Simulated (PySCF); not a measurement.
Xe⁺ (xenon, charge +1): M06-2X calculation

Configuration: [Kr] 4d10 5s2 5p4 6s1, high-spin 4P determinant (an excited configuration). Calculation: PySCF 2.14, in aug-cc-pVQZ-PP with ECP28MDF (7s7p5d3f2g, 92 functions); a scalar-relativistic core potential.

| Quantity | Value |
| --- | --- |
| Total energy | -328.4209 hartree |
| One-electron energy | -558.0975 hartree |
| Hartree (Coulomb) energy | 252.8366 hartree |
| Exchange-correlation energy | -23.1600 hartree |
| ⟨S²⟩ | 3.7561 |
| ⟨L²⟩ | 2.141 |
| Sum of ⟨r⟩ | 31.52 bohr |
| Sum of ⟨r²⟩ | 64.50 bohr² |
| Traceless quadrupole moment −½Σ⟨3z² − r²⟩ along its main axis | 0.325 e·bohr² |
| Time after the integrals | roughly 5 core-seconds |

| shell | electrons | mean orbital energy (eV) | spread (eV) | rms radius, mean of both spins (bohr) |
| --- | --- | --- | --- | --- |
| 4s α | 1 | -225.59 | 0 | 0.769 |
| 4s β | 1 | -225.26 | 0 | 0.769 |
| 4p α | 3 | -167.79 | 0.768 | 0.823 |
| 4p β | 3 | -167.43 | 0.427 | 0.823 |
| 4d α | 5 | -81.143 | 0.828 | 0.935 |
| 4d β | 5 | -80.708 | 0.491 | 0.935 |
| 5s α | 1 | -38.810 | 0 | 1.91 |
| 5s β | 1 | -34.375 | 0 | 1.91 |
| 5p α | 3 | -24.069 | 1.222 | 2.25 |
| 5p β | 1 | -22.134 | 0 | 2.25 |
| 6s α | 1 | -8.499 | 0 | 4.80 |

Energies and moments cover only the electrons outside the core potential. The outer electron is Rydberg-like, and this basis confines it to a smaller radius and binds it less than a complete one would.
